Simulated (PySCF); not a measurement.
# Worked example: dipole moment from atomic charges

Pb(OMe)(NH2) (CH5NOPb), SMILES C[O][Pb][NH2] (connectivity only; charge and spin as stated), neutral, multiplicity 1. Atoms are numbered in the order given.

```xyz
9

Pb     0.1611    -0.4628     0.0000
O      0.7954     1.5578     0.0000
C     -0.0525     2.6513     0.0000
H     -0.7173     2.6979     0.8900
H      0.5382     3.5877     0.0000
H     -0.7173     2.6979    -0.8900
N     -1.9156     0.0363     0.0000
H     -2.2804     0.9845     0.0000
H     -2.6738    -0.6393     0.0000
```
Charge 0, spin multiplicity 1.

Geometry optimised at PBE0-D3(BJ)/def2-SVP. The def2 effective core potentials stand for the cores of Pb; spin–orbit coupling is left out. The values are those of a single conformer.

Charges (e) from ωB97X/def2-TZVP (PySCF):

```tsv
atom	Mulliken	ESP fit
Pb1	0.849	0.518
O2	-0.583	-0.459
C3	-0.155	0.092
H4	0.085	0.032
H5	0.102	0.007
H6	0.085	0.032
N7	-0.838	-0.741
H8	0.230	0.238
H9	0.223	0.282
```

The dipole moment of the full density is 2.53 D.

### Question
What dipole moment does each set of point charges give, and which comes closer to that of the density?

### Answer

μ = Σ q r, and 1 e Å = 4.8032 D.
Mulliken: Σ q r = (0.099, -0.834, 0.000) e Å, |μ| = 4.03 D.
ESP fit: Σ q r = (-0.206, -0.486, 0.000) e Å, |μ| = 2.53 D.
ESP fit comes closer in size. Point charges leave out the atoms' own dipoles (lone pairs, polarised bonds); fits to the potential absorb them, partitions of the density don't.
